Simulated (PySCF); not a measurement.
## Identify the compound

Molecular formula: C8H12Si. Simulated spectra:

1H NMR (600 MHz, computed): δ 4.77 (br s, 1H), 4.15 (br s, 1H), 3.27 (m, 1H), 2.70 (m, 1H), 2.31 (s, 3H), 2.01 (s, 3H), 1.42 (m, 1H), 1.36 (m, 1H).

13C{1H} NMR (computed): δ 157.3 (C), 105.4 (CH2), 90.0 (C), 81.2 (C), 28.9 (CH3), 18.0 (C), 16.9 (CH2), 5.2 (CH3).

All values are calculated (PySCF 2.14.0 with density-fitted response routines): GFN2-xTB structure, GIAO PBE0/pcSseg-1 shieldings. No relativistic terms, in vacuum, one computed conformer, equivalent nuclei averaged.

Referencing at the same level of theory: TMS for 1H, 13C.

Which of these isomers gave the spectra?
A. C=C[C@@]1(C#CC)[SiH2][C@@H]1C
B. C=C(C)[C@]1(C#CC)C[SiH2]1
C. C#C[C@](C)(C#CC)[SiH2]C
D. C=CC1=CC(C)=C[SiH2]C1

Results:

B. 

The formula gives 4 degrees of unsaturation (1 ring in the answer). 8 carbon signals for 8 carbons: no two carbons are equivalent. Carbon types of the structure: 4 × C, 2 × CH2, 2 × CH3, leaving 2 H on heteroatoms. δC 157.3: fully substituted alkene carbon; an sp2 carbon of a C=C bond. δC 105.4: terminal =CH2 carbon; an sp2 carbon of a C=C bond. δC 90.0, 81.2: alkyne carbon; the triple bond shields along its axis, which puts it between sp3 and sp2 carbons. δC 5.2: propargylic methyl carbon; saturated and bonded to C and H only. δH 2.31: hydrogen on an allylic methyl carbon; allylic position.

The others: C#C[C@](C)(C#CC)[SiH2]C would give 6 signals for carbon-bound and other non-exchanging H, not 8; C=C[C@@]1(C#CC)[SiH2][C@@H]1C has carbons computed at 154.5, 109.5, 88.6, 81.4, 24.3, 22.9, 17.4, 5.2, with a different DEPT pattern; C=CC1=CC(C)=C[SiH2]C1 has carbons computed at 159.2, 151.2, 143.8, 137.3, 120.3, 120.0, 32.3, 2.9, with a different DEPT pattern.

Shifts are as computed. Against solution values, carbons near 30 ppm lie about +3 ppm off and those near 130 ppm about +5 ppm. Of 1309 compounds with measured shifts, 239 miss one by over three times the rms of a fit or turn the order of signals round; such compounds aren't used in these exercises. No couplings were computed; multiplicities are counted from neighbouring protons, with m where these are inequivalent, close in shift, in a saturated or five-membered ring or joined by F or P, and br s for small geminal =CH2 splittings.
